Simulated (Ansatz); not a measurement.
Species: C₅H₇Si, charge -1, multiplicity 1. It need not be the lowest isomer of its formula. Whether it binds its extra electron was not tested at this geometry. SMILES: [SiH3]C1=CC=[C-]C1
Structure (B3LYP-D3(BJ)/def2-TZVP (Ansatz, a first-principles code) minimum search):
```
C
C 1 1.3647
H 2 1.0898 1 124.02
C 2 1.4509 3 125.01 1 180.00
C 4 1.3770 2 113.34 3 -180.00
H 4 1.0895 5 125.27 2 180.00
C 1 1.5292 2 104.58 3 180.00
H 7 1.0989 1 111.57 2 -121.32
H 7 1.0989 8 105.20 5 -118.38
Si 1 1.8145 2 126.76 3 0.00
H 10 1.4960 1 112.78 2 0.00
H 10 1.5009 11 105.37 1 125.84
H 10 1.5009 11 105.37 12 108.32
```
Charge -1, spin multiplicity 1.

Parts of the frozen-core correlation energy in aug-cc-pV(T+d)Z (Ansatz, hartree). Frozen orbitals: 10; correlated occupied orbitals by spin: 16 and 16; virtual: 420 and 420. No spin-orbit coupling. No relativistic terms.

```tsv
term	value
reference (HF)	-482.32531
MP2 opposite-spin	-0.73244
MP2 same-spin	…
CCSD correlation	…
(T)	…
T1 diagnostic	0.018
largest doubles amplitude	0.035
```

Task: Fill in the missing entries.

Result: 
- MP2 same-spin, value: -0.22508
- CCSD correlation, value: -0.99624
- (T), value: -0.05385
